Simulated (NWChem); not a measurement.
Molecule: SrHSCl; SMILES [SH][Sr][Cl]

```xyz
4

Sr    -0.4742    -0.0375     0.0001
Cl     0.5433    -2.4375    -0.0001
S      0.5900     2.4884     0.0001
H     -0.6578     3.0481    -0.0040
```
Atoms are numbered in this order, from 1.

All runs: NWChem. All runs use the structure optimised with PBE-D3(BJ)/def2-SVP. def2 effective core potentials on Sr; no spin-orbit coupling. Ions are spin-unrestricted doublets at the neutral geometry; other ion states weren't tried.

**Question.** Among these, which level gives the lowest value of “vertical ionisation energy, ΔSCF (eV)”?
A) Hartree-Fock/def2-SVP
B) LRC-wPBEh/def2-SVP
C) PBE/def2-SVP
D) r2SCAN/def2-SVP

**Answer.** A, Hartree-Fock/def2-SVP. Values: Hartree-Fock/def2-SVP 7.55; PBE/def2-SVP 8.37; r2SCAN/def2-SVP 8.50; LRC-wPBEh/def2-SVP 8.71
